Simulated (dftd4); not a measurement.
Cl6Si2, triplet, at the geometry of the source list (a higher spin typed on purpose: for a closed-shell molecule this is an excited state); D4 for b3lyp (dftd4).

The dftd4 input:
```
$ dftd4 mol.xyz --func b3lyp --charge 0 --json dftd4.json --noedisp

# file mol.xyz
8

Cl     2.12070000    -0.45550000    -1.55080000
Si     1.15080000    -0.11000000     0.18490000
Cl     1.90370000     1.57270000     1.00630000
Cl     1.52670000    -1.64790000     1.43660000
Si    -1.15080000     0.11000000    -0.18490000
Cl    -1.52670000     1.64790000    -1.43650000
Cl    -1.90370000    -1.57260000    -1.00630000
Cl    -2.12080000     0.45550000     1.55080000
```

What the program printed (banner, timings and long lists left out):

```
                    ____  _____ _____     ____  _  _
      -------------|  _ \|  ___|_   _|---|  _ \| || |------------
     |             | | | | |_    | | ___ | | | | || |_           |
     |             | |_| |  _|   | ||___|| |_| |__   _|          |
     |             |____/|_|     |_|     |____/   |_|            |
     |             ===================================           |
     |            E. Caldeweyher, S. Ehlert & S. Grimme          |
     |          Mulliken Center for Theoretical Chemistry        |
     |                    University of Bonn                     |
      -----------------------------------------------------------

Rational (Becke-Johnson) damping: b3lyp-D4-ATM
---------------------
  s6         1.0000
  s8         2.0293
  s9         1.0000
  a1         0.4087
  a2         4.5381
 alp        16.0000
--------------------

Dispersion energy:      -3.4334468084858E-02 Eh

[Info] JSON dump of results written to 'dftd4.json'
```
